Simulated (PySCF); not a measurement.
## Structure elucidation problem

Molecular formula: C₆H₁₁N₃. Simulated spectra:

$^{1}$H NMR (400 MHz, computed): δ 9.01 (br s, 1H), 2.90 (sept, 1H), 2.34 (s, 3H), 1.32 (d, 6H).

$^{13}$C{$^{1}$H} NMR (computed): δ 165.3, 163.6, 29.0, 21.2, 16.0.

Calculated, not measured (PySCF 2.14): geometry from PBE0-D3(BJ)/def2-SVP, shieldings: GIAO PBE0/pcSseg-1. Non-relativistic, one conformer, averaged over atoms made equivalent by symmetry, fast rotation or ring inversion, no solvent.

References, each an isolated molecule treated in the same way: TMS for $^{1}$H, $^{13}$C.

Q: Choose the structure that fits.
A. CCc1cnn(CC)n1
B. Cc1n[nH]c(C(C)C)n1
C. CC(C)(C)c1cn[nH]n1
D. CCc1nn(C)nc1C
E. Cc1cnn(C(C)C)n1
F. CC(C)c1cnn(C)n1

A: B. 

1. Rings plus π bonds: 3 (1 ring in the answer).
2. 5 carbon signals for 6 carbons: some carbons are equivalent by symmetry or fast rotation.
3. Carbon types of the structure: 2 × C, 1 × CH, 3 × CH3, leaving 1 H on heteroatoms.
4. δC 165.3, 163.6: substituted aromatic carbon next to a ring nitrogen.
5. δC 29.0: sp3 CH on an aromatic ring; a saturated carbon with 3 carbon neighbours and no heteroatom attached.
6. δC 16.0: methyl carbon on an aromatic ring; saturated and bonded to C and H only.
7. δH 9.01: hydrogen on a pyrrole-type ring nitrogen; labile proton, position sensitive to the medium.
8. δH 2.90: hydrogen on an sp3 CH on an aromatic ring; benzylic-type position, deshielded by the ring.

The others: CCc1cnn(CC)n1 would give 6 carbon signals, not 5; CCc1nn(C)nc1C would give 6 carbon signals, not 5; CC(C)c1cnn(C)n1 would give 4 signals for carbon-bound and other non-exchanging H, not 3; Cc1cnn(C(C)C)n1 would give 4 signals for carbon-bound and other non-exchanging H, not 3; CC(C)(C)c1cn[nH]n1 would give 4 carbon signals, not 5.

The OH or NH signal is concentration- and solvent-dependent in practice; the value given is the gas-phase one. Shifts are as computed. Against solution values, carbons near 30 ppm lie about +2 ppm off and those near 130 ppm about +5 ppm. Of 1313 compounds with measured shifts, 239 miss one by over three times the rms of a fit or turn the order of signals round; such compounds aren't used in these exercises. Multiplicities follow the n + 1 count of equivalent neighbours, as no J values were calculated; m marks all less simple cases, F and P coupling included.
